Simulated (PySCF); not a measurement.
SMILES [SiH](C)(C)C#C[SiH2]Cl (C4H9ClSi2) (GFN2-xTB optimised geometry):

```
16

Si     1.281    -2.402     0.000
Cl     0.645    -3.300     1.702
C      0.659    -0.663     0.000
C      0.241     0.474     0.018
Si    -0.409     2.215     0.072
C      0.335     3.075     1.596
C     -2.304     2.132     0.204
H      0.720    -3.126    -1.138
H      2.742    -2.402     0.000
H      0.005     2.889    -1.171
H     -0.018     4.099     1.684
H      1.419     3.104     1.538
H      0.070     2.555     2.513
H     -2.742     3.126     0.241
H     -2.616     1.600     1.099
H     -2.733     1.615    -0.650
```

Calculation: PBE0/def2-TZVP (PySCF).

Q: What are the frontier orbital energies and the dipole moment?

A: HOMO-2 -9.04 eV, HOMO-1 -8.16 eV, HOMO -8.06 eV, LUMO -0.85 eV, LUMO+1 -0.50 eV; dipole moment 1.50 D.

On the same geometry PBE/def2-TZVP in PySCF 2.14.0 gives HOMO-2 -7.66 eV, HOMO-1 -6.97 eV, HOMO -6.87 eV, LUMO -1.72 eV, LUMO+1 -1.39 eV; dipole moment 1.50 D.

Meta-Löwdin charges at PBE0/def2-TZVP: Si1 0.71, Cl2 -0.29, C3 -0.30, C4 -0.25, Si5 0.79, C6 -0.60, C7 -0.60, H8 -0.09, H9 -0.09, H10 -0.10, H11 0.13, H12 0.14, H13 0.14, H14 0.13, H15 0.14, H16 0.14.
